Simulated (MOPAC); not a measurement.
MOPAC input (AM1):

```
AM1 PRECISE GNORM=0.05 LET XYZ GEO-OK AUX(PRECISION=9) THREADS=1
C3H6O

C    -1.52379400 1    0.06130300 1    0.07646200 1
C    -0.32880700 1   -0.32837300 1   -0.77946200 1
C     1.00776000 1   -0.07716800 1   -0.13590900 1
O     1.16751700 1    0.39077000 1    0.96138700 1
H    -1.52549400 1   -0.49086200 1    1.01625200 1
H    -1.49533300 1    1.12247100 1    0.32386100 1
H    -2.45717100 1   -0.14613900 1   -0.44755500 1
H    -0.32357600 1    0.20529200 1   -1.73836000 1
H    -0.35341500 1   -1.39076400 1   -1.05338400 1
H     1.88390100 1   -0.36072600 1   -0.75845800 1
```

Output:

```
 *******************************************************************************
 **                                                                           **
 **                              MOPAC v23.2.5                                **
 **                                                                           **
 *******************************************************************************
 ** MOPAC's Digital Object Identifier: https://doi.org/10.5281/zenodo.6511958 **
 **                                                                           **
 ** Please cite the open-source release paper for use of this MOPAC version:  **
 ** J. E. Moussa and J. J. P. Stewart (2026)                                  **
 ** MOPAC: An open-source semiempirical molecular orbital program             **
 ** J. Open Source Softw., 11(119), 8025, https://doi.org/10.21105/joss.08025 **
 *******************************************************************************

                              AM1 CALCULATION RESULTS

 *******************************************************************************
 *  AM1        - The AM1 Hamiltonian to be used
 *  GEO-OK     - OVERRIDE INTERATOMIC DISTANCE AND OTHER SAFETY CHECKS
 *  LET        - OVERRIDE SOME SAFETY CHECKS
 *  PRECISE    - TIGHTER CRITERIA TO BE USED
 *  XYZ        - CARTESIAN COORDINATE SYSTEM TO BE USED
 *  GNORM      - EXIT WHEN GRADIENT NORM DROPS BELOW 0.050
 *  AUX        - OUTPUT AUXILIARY INFORMATION
 *******************************************************************************
AM1 PRECISE GNORM=0.05 LET XYZ GEO-OK AUX(PRECISION=9) THREADS=1
 C3H6O

   ATOM   CHEMICAL          X               Y               Z
  NUMBER   SYMBOL      (ANGSTROMS)     (ANGSTROMS)     (ANGSTROMS)

     1       C         -1.52379400  *   0.06130300  *   0.07646200  *
     2       C         -0.32880700  *  -0.32837300  *  -0.77946200  *
     3       C          1.00776000  *  -0.07716800  *  -0.13590900  *
     4       O          1.16751700  *   0.39077000  *   0.96138700  *
     5       H         -1.52549400  *  -0.49086200  *   1.01625200  *
     6       H         -1.49533300  *   1.12247100  *   0.32386100  *
     7       H         -2.45717100  *  -0.14613900  *  -0.44755500  *
     8       H         -0.32357600  *   0.20529200  *  -1.73836000  *
     9       H         -0.35341500  *  -1.39076400  *  -1.05338400  *
    10       H          1.88390100  *  -0.36072600  *  -0.75845800  *

          CARTESIAN COORDINATES

    NO.       ATOM           X           Y           Z

     1         C         -1.5238      0.0613      0.0765
     2         C         -0.3288     -0.3284     -0.7795
     3         C          1.0078     -0.0772     -0.1359
     4         O          1.1675      0.3908      0.9614
     5         H         -1.5255     -0.4909      1.0163
     6         H         -1.4953      1.1225      0.3239
     7         H         -2.4572     -0.1461     -0.4476
     8         H         -0.3236      0.2053     -1.7384
     9         H         -0.3534     -1.3908     -1.0534
    10         H          1.8839     -0.3607     -0.7585

  H: (AM1): M.J.S. DEWAR ET AL, J. AM. CHEM. SOC. 107 3902-3909 (1985)
  C: (AM1): M.J.S. DEWAR ET AL, J. AM. CHEM. SOC. 107 3902-3909 (1985)
  O: (AM1): M.J.S. DEWAR ET AL, J. AM. CHEM. SOC. 107 3902-3909 (1985)

           Empirical Formula: C3 H6 O  =    10 atoms

      MOLECULAR POINT GROUP   :   Cs

      RHF CALCULATION, NO. OF DOUBLY OCCUPIED LEVELS = 12

          Geometry optimization using EF

          DIAGONAL MATRIX USED AS START HESSIAN

 CYCLE:     1  GRAD.:   116.664 HEAT: -44.74214
 CYCLE:     2  GRAD.:   447.118 HEAT: -5.520582
 CYCLE:     3  GRAD.:   146.453 HEAT: -39.77781
 CYCLE:     4  GRAD.:   245.214 HEAT: -21.15966
 CYCLE:     5  GRAD.:   170.056 HEAT: -41.03713
 CYCLE:     6  GRAD.:   546.567 HEAT:  1.833011
 CYCLE:     7  GRAD.:   246.062 HEAT: -20.76888
 CYCLE:     8  GRAD.:   255.525 HEAT: -34.34556
 CYCLE:     9  GRAD.:   321.724 HEAT: -18.45360
 CYCLE:    10  GRAD.:   246.828 HEAT: -32.06802
 CYCLE:    11  GRAD.:   171.268 HEAT: -35.39302
 CYCLE:    12  GRAD.:   366.820 HEAT: -25.40245
 CYCLE:    13  GRAD.:   177.061 HEAT: -35.75620
 CYCLE:    14  GRAD.:   262.191 HEAT: -29.85744
 CYCLE:    15  GRAD.:    47.619 HEAT: -46.99884
 CYCLE:    16  GRAD.:    46.664 HEAT: -47.11186
 CYCLE:    17  GRAD.:     4.065 HEAT: -47.67864
 CYCLE:    18  GRAD.:    10.638 HEAT: -47.65667
 CYCLE:    19  GRAD.:     8.108 HEAT: -47.66963
 CYCLE:    20  GRAD.:     6.044 HEAT: -47.68137
 CYCLE:    21  GRAD.:     9.633 HEAT: -47.66897
 CYCLE:    22  GRAD.:     5.793 HEAT: -47.68774
 CYCLE:    23  GRAD.:     1.815 HEAT: -47.70135
 CYCLE:    24  GRAD.:     0.614 HEAT: -47.70387
 CYCLE:    25  GRAD.:     0.867 HEAT: -47.70576
 CYCLE:    26  GRAD.:     0.722 HEAT: -47.70689
 CYCLE:    27  GRAD.:     0.288 HEAT: -47.70698
 CYCLE:    28  GRAD.:     0.179 HEAT: -47.70702
 CYCLE:    29  GRAD.:     0.108 HEAT: -47.70703
 CYCLE:    30  GRAD.:     0.010 HEAT: -47.70703

     GRADIENT =  0.00993 IS LESS THAN CUTOFF =  0.05000

 -------------------------------------------------------------------------------
 AM1 PRECISE GNORM=0.05 LET XYZ GEO-OK AUX(PRECISION=9) THREADS=1
 C3H6O

     GEOMETRY OPTIMISED USING EIGENVECTOR FOLLOWING (EF).
     SCF FIELD WAS ACHIEVED

                              AM1 CALCULATION
                                                       MOPAC v23.2.5 Linux

          FINAL HEAT OF FORMATION =        -47.70703 KCAL/MOL =    -199.60622 KJ/MOL

          COSMO AREA              =         99.94 SQUARE ANGSTROMS
          COSMO VOLUME            =         84.02 CUBIC ANGSTROMS

          GRADIENT NORM           =          0.00993          =       0.00314 PER ATOM
          IONIZATION POTENTIAL    =         10.584476 EV
          HOMO LUMO ENERGIES (EV) =        -10.584  0.871
          NO. OF FILLED LEVELS    =         12
          MOLECULAR WEIGHT        =         58.0798         POINT GROUP:  Cs

          MOLECULAR DIMENSIONS (Angstroms)

            Atom       Atom       Distance
            H    10    H     7     4.35131
            O     4    H     9     2.84769
            H     8    H     5     2.40245

          SCF CALCULATIONS        =         31

   ATOM   CHEMICAL          X               Y               Z
  NUMBER   SYMBOL      (ANGSTROMS)     (ANGSTROMS)     (ANGSTROMS)

     1       C         -1.49616178  *   0.06173542  *   0.07869636  *
     2       C         -0.33011598  *  -0.33203804  *  -0.78810977  *
     3       C          0.99897792  *  -0.08180541  *  -0.14703642  *
     4       O          1.15006176  *   0.39759417  *   0.97645846  *
     5       H         -1.47922418  *  -0.50967636  *   1.03834651  *
     6       H         -1.44820659  *   1.14994388  *   0.32613878  *
     7       H         -2.45814192  *  -0.14619979  *  -0.44773886  *
     8       H         -0.36034770  *   0.23726792  *  -1.75639347  *
     9       H         -0.39142666  *  -1.42462538  *  -1.04323168  *
    10       H          1.87525103  *  -0.36745929  *  -0.77426089  *

                             CARTESIAN COORDINATES

   1    C       -1.496161778     0.061735415     0.078696357
   2    C       -0.330115981    -0.332038042    -0.788109769
   3    C        0.998977920    -0.081805406    -0.147036422
   4    O        1.150061763     0.397594174     0.976458456
   5    H       -1.479224177    -0.509676360     1.038346508
   6    H       -1.448206592     1.149943876     0.326138776
   7    H       -2.458141918    -0.146199789    -0.447738856
   8    H       -0.360347698     0.237267922    -1.756393474
   9    H       -0.391426663    -1.424625376    -1.043231677
  10    H        1.875251029    -0.367459289    -0.774260886

           Empirical Formula: C3 H6 O  =    10 atoms

      MOLECULAR POINT GROUP   :   Cs

                  EIGENVALUES
 -39.32160 -33.81349 -26.46669 -21.20449 -17.27912 -16.07672 -15.79667 -13.78991
 -13.55597 -12.72574 -12.01721 -10.58448   0.87121   3.09763   3.69883   3.89380
   3.94996   4.52891   4.65314   4.70250   4.97915   6.35153

              NET ATOMIC CHARGES AND DIPOLE CONTRIBUTIONS

  ATOM NO.   TYPE          CHARGE      No. of ELECS.   s-Pop       p-Pop
    1          C          -0.206303        4.2063     1.22156     2.98475
    2          C          -0.227625        4.2276     1.22515     3.00248
    3          C           0.180084        3.8199     1.26509     2.55483
    4          O          -0.284360        6.2844     1.91055     4.37381
    5          H           0.086339        0.9137     0.91366
    6          H           0.086341        0.9137     0.91366
    7          H           0.075109        0.9249     0.92489
    8          H           0.104342        0.8957     0.89566
    9          H           0.104337        0.8957     0.89566
   10          H           0.081736        0.9183     0.91826
 DIPOLE           X         Y         Z       TOTAL
 POINT-CHG.    -0.605    -0.838    -1.980     2.234
 HYBRID        -0.031    -0.143    -0.335     0.366
 SUM           -0.636    -0.982    -2.315     2.593

          ATOMIC ORBITAL ELECTRON POPULATIONS

     Atom    s        px        py        pz
    1  C   1.22156   0.95928   1.02909   0.99637
    2  C   1.22515   0.96348   1.02984   1.00915
    3  C   1.26509   0.93598   0.74011   0.87873
    4  O   1.91055   1.89059   1.30003   1.18318
    5  H   0.91366
    6  H   0.91366
    7  H   0.92489
    8  H   0.89566
    9  H   0.89566
   10  H   0.91826

 **********************
 *                    *
 * JOB ENDED NORMALLY *
 *                    *
 **********************

 == MOPAC DONE ==
```

The geometry given is a B3LYP-D3(BJ)/def2-TZVP minimum.
